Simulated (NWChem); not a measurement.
System: C2H4F2 cation, doublet; SMILES of the neutral closed-shell parent C(C)(F)F

The following NWChem deck was run.

```
start job
memory heap 200 mb stack 900 mb global 1100 mb
charge 1
geometry units angstroms noautosym nocenter noautoz
  C      0.000863     1.565236    -0.165608
  C     -0.000312    -0.217193     0.361484
  F     -1.086668    -0.706371    -0.135916
  F      1.084457    -0.708246    -0.137244
  H     -0.001776     1.411964    -1.246232
  H     -0.926854     1.919323     0.283805
  H      0.931624     1.916635     0.279592
  H      0.000468    -0.040924     1.450144
end
basis spherical
  C library def2-svp
  F library def2-svp
  H library def2-svp
end
dft
  odft
  mult 2
  xc b3lyp
  iterations 150
end
cosmo
  dielec 2.0
end
task dft energy
```

Excerpt of the output:

```
             Northwest Computational Chemistry Package (NWChem) 7.3.0
             --------------------------------------------------------

                             Geometry "geometry" -> ""
                             -------------------------

 Output coordinates in angstroms (scale by  1.889725989 to convert to a.u.)

  No.       Tag          Charge          X              Y              Z
 ---- ---------------- ---------- -------------- -------------- --------------
    1 C                    6.0000     0.00086300     1.56523600    -0.16560800
    2 C                    6.0000    -0.00031200    -0.21719300     0.36148400
    3 F                    9.0000    -1.08666800    -0.70637100    -0.13591600
    4 F                    9.0000     1.08445700    -0.70824600    -0.13724400
    5 H                    1.0000    -0.00177600     1.41196400    -1.24623200
    6 H                    1.0000    -0.92685400     1.91932300     0.28380500
    7 H                    1.0000     0.93162400     1.91663500     0.27959200
    8 H                    1.0000     0.00046800    -0.04092400     1.45014400

 Effective nuclear repulsion energy (a.u.)     130.2673227826

                                 NWChem DFT Module
                                 -----------------

 Summary of "ao basis" -> "ao basis" (spherical)
 ------------------------------------------------------------------------------
       Tag                 Description            Shells   Functions and Types
 ---------------- ------------------------------  ------  ---------------------
 C                          def2-svp                 6       14   3s2p1d
 F                          def2-svp                 6       14   3s2p1d
 H                          def2-svp                 3        5   2s1p

 in cosmo_initialize ...

 solvent parameters
 solvname_short: unkn
 solvname_long:  unknown
 dielec:        2.0000

          ---------------
          -cosmo- solvent
          ---------------
 Cosmo: York-Karplus, doi: 10.1021/jp992097l
 dielectric constant -eps-     =   2.00
 screen = (eps-1)/(eps    )    =   0.50000
 surface charge correction     = lagrangian

   van der Waals surface
 --------------------------

 ---------- ATOMIC COORDINATES (A.U.) ------------ VDWR(ANG.) --
     1    0.00163083    2.95786715   -0.31295374     2.000
     2   -0.00058959   -0.41043526    0.68310571     2.000
     3   -2.05350476   -1.33484764   -0.25684400     1.720
     4    2.04932658   -1.33839087   -0.25935355     1.720
     5   -0.00335615    2.66822507   -2.35503700     1.300
     6   -1.75150009    3.62699455    0.53631368     1.300
     7    1.76051408    3.62191497    0.52835227     1.300
     8    0.00088439   -0.07733515    2.74037480     1.300
 number of segments per atom =         32
 number of   points per atom =         32
 atom (   nspa,  nppa )
 ----------------------
    1 (     20,     0 )       0
    2 (     12,     0 )       0
    3 (     19,     0 )       0
    4 (     19,     0 )       0
    5 (     16,     0 )       0
    6 (     13,     0 )       0
    7 (     13,     0 )       0
    8 (     16,     0 )       0
 number of -cosmo- surface points =      128
 molecular surface =     94.917 angstrom**2
 molecular volume  =     74.589 angstrom**3
 G(cav/disp)       =      1.335 kcal/mol
 -lineq- algorithm             =   0
 -bem- low  level              =   2
 -bem- from -octahedral-
 gaussian surface charge width =   4.50000
 degree of switching           =   1.00000
 switching function tolerance  =   0.00010
 atomic radii =
 --------------
    1  6.000  2.000
    2  6.000  2.000
    3  9.000  1.720
    4  9.000  1.720
    5  1.000  1.300
    6  1.000  1.300
    7  1.000  1.300
    8  1.000  1.300
 ...... end of -cosmo- initialization ......

[...]

                                   COSMO solvation results
                                   -----------------------

                 gas phase energy =      -277.674074692266
                 sol phase energy =      -277.728503370458
 (electrostatic) solvation energy =         0.054428678192 (   34.15 kcal/mol)

                    DFT Final Alpha Molecular Orbital Analysis
                    ------------------------------------------

 Vector   15  Occ=1.000000D+00  E=-5.853024D-01
              MO Center= -6.6D-04,  1.2D+00, -2.6D-01, r^2= 1.9D+00
   Bfn.  Coefficient  Atom+Function         Bfn.  Coefficient  Atom+Function
  ----- ------------  ---------------      ----- ------------  ---------------
     6      0.402304  1 C  pz                57     -0.324919  5 H  s
     5      0.185506  1 C  py                62      0.184683  6 H  s
    67      0.183564  7 H  s                 72     -0.146913  8 H  s
     9      0.136698  1 C  pz                33     -0.126788  3 F  py
    47     -0.126612  4 F  py                20     -0.115013  2 C  pz

 Vector   16  Occ=1.000000D+00  E=-5.827085D-01
              MO Center=  1.7D-03,  1.3D+00,  6.2D-03, r^2= 2.1D+00
   Bfn.  Coefficient  Atom+Function         Bfn.  Coefficient  Atom+Function
  ----- ------------  ---------------      ----- ------------  ---------------
     4      0.444137  1 C  px                62     -0.292973  6 H  s
    67      0.293581  7 H  s                 33     -0.189145  3 F  py
    47      0.188935  4 F  py                 7      0.160081  1 C  px
    36      0.121180  3 F  py                50     -0.121027  4 F  py
    32      0.112186  3 F  px                46      0.112557  4 F  px

 Vector   17  Occ=1.000000D+00  E=-4.872654D-01
              MO Center= -4.7D-05,  4.3D-01,  6.9D-02, r^2= 2.2D+00
   Bfn.  Coefficient  Atom+Function         Bfn.  Coefficient  Atom+Function
  ----- ------------  ---------------      ----- ------------  ---------------
     5      0.391713  1 C  py                19     -0.285947  2 C  py
    20      0.242042  2 C  pz                33     -0.232371  3 F  py
    47     -0.232361  4 F  py                72      0.213699  8 H  s
     8      0.204671  1 C  py                34      0.173489  3 F  pz
    48      0.173430  4 F  pz                36      0.168348  3 F  py

 Vector   18  Occ=0.000000D+00  E=-1.308066D-01
              MO Center=  3.0D-04,  7.0D-01,  8.5D-02, r^2= 2.1D+00
   Bfn.  Coefficient  Atom+Function         Bfn.  Coefficient  Atom+Function
  ----- ------------  ---------------      ----- ------------  ---------------
     8      0.713320  1 C  py                22      0.641719  2 C  py
    19      0.572865  2 C  py                17      0.521328  2 C  s
     5      0.456291  1 C  py                 3     -0.368194  1 C  s
    16      0.254924  2 C  s                 20     -0.184309  2 C  pz
     9     -0.180790  1 C  pz                 6     -0.160245  1 C  pz

 Vector   19  Occ=0.000000D+00  E=-5.467518D-02
              MO Center=  3.6D-04,  9.2D-01,  8.0D-01, r^2= 4.6D+00
   Bfn.  Coefficient  Atom+Function         Bfn.  Coefficient  Atom+Function
  ----- ------------  ---------------      ----- ------------  ---------------
     3      1.652645  1 C  s                 73     -1.239929  8 H  s
    63     -0.778580  6 H  s                 68     -0.777447  7 H  s
    58     -0.733448  5 H  s                 17      0.684277  2 C  s
    23      0.546987  2 C  pz                16      0.276183  2 C  s
    20      0.258136  2 C  pz                 2      0.254736  1 C  s

 Vector   20  Occ=0.000000D+00  E=-1.228535D-02
              MO Center=  2.0D-03,  7.8D-01,  5.2D-01, r^2= 5.3D+00
   Bfn.  Coefficient  Atom+Function         Bfn.  Coefficient  Atom+Function
  ----- ------------  ---------------      ----- ------------  ---------------
     3      1.820269  1 C  s                 17     -1.433553  2 C  s
    73      1.440488  8 H  s                 58     -0.991982  5 H  s
    68     -0.765372  7 H  s                 63     -0.760933  6 H  s
    23     -0.360041  2 C  pz                16     -0.288438  2 C  s
     2      0.242540  1 C  s                 31      0.198348  3 F  s

                     DFT Final Beta Molecular Orbital Analysis
                     -----------------------------------------

 Vector   14  Occ=1.000000D+00  E=-5.945565D-01
              MO Center= -3.4D-03, -2.7D-02, -2.6D-02, r^2= 2.4D+00
   Bfn.  Coefficient  Atom+Function         Bfn.  Coefficient  Atom+Function
  ----- ------------  ---------------      ----- ------------  ---------------
    34      0.345136  3 F  pz                48      0.343513  4 F  pz
     6      0.231421  1 C  pz                37     -0.219935  3 F  pz
    51     -0.218877  4 F  pz                72      0.217196  8 H  s
    57     -0.194279  5 H  s                 33      0.148728  3 F  py
    47      0.148416  4 F  py                20      0.139268  2 C  pz

 Vector   15  Occ=1.000000D+00  E=-5.772569D-01
              MO Center= -9.4D-04,  1.1D+00, -2.0D-01, r^2= 2.1D+00
   Bfn.  Coefficient  Atom+Function         Bfn.  Coefficient  Atom+Function
  ----- ------------  ---------------      ----- ------------  ---------------
     6      0.382007  1 C  pz                57     -0.315878  5 H  s
    62      0.182426  6 H  s                 67      0.180689  7 H  s
     5      0.170772  1 C  py                72     -0.171309  8 H  s
    20     -0.141706  2 C  pz                33     -0.135110  3 F  py
    47     -0.135356  4 F  py                34     -0.129741  3 F  pz

[...]
```

Level: B3LYP/def2-SVP, spin-unrestricted, COSMO on the gas-phase geometry. Structure relaxed at the B3LYP/6-31G* (spherical d), spin-unrestricted level. This spin state was assumed; another may lie lower. No stability test was run on the SCF state. COSMO prints the solvation energy as gas minus solution, so a positive value is a stabilisation.
